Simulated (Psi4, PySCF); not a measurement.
The PySCF input:
```python
from pyscf import gto, scf, dft

mol = gto.M(
    atom='''
Se    0.00000000   -0.00000000    0.00000000
F     1.11281369    1.52176867   -0.00787047
F     1.52178892   -1.11279517    0.00644471
F    -1.11281369   -1.52176867    0.00787047
F    -1.52178892    1.11279517   -0.00644471
''',
    basis='6-31g**',
    spin=2,
    verbose=4,
)

mf = dft.UKS(mol)
mf.xc = 'pbe0'
mf.grids.atom_grid = (99, 590)
mf.grids.prune = None
mf.kernel()
```

Question: Write the same job for Psi4.

Answer: One answer among several that fit: 
```
memory 2 GB

molecule mol {
0 3
Se    0.000000   -0.000000    0.000000
F     1.112814    1.521769   -0.007870
F     1.521789   -1.112795    0.006445
F    -1.112814   -1.521769    0.007870
F    -1.521789    1.112795   -0.006445
}

set {
  basis 6-31g**
  reference uks
  scf_type pk
  puream true
  d_convergence 1e-8
  dft_radial_points 99
  dft_spherical_points 590
}

energy('pbe0')
print_variables()
```

Both were run: PySCF gave -2799.787415 Eh and Psi4 -2799.787400 Eh, 0.015 mEh apart.
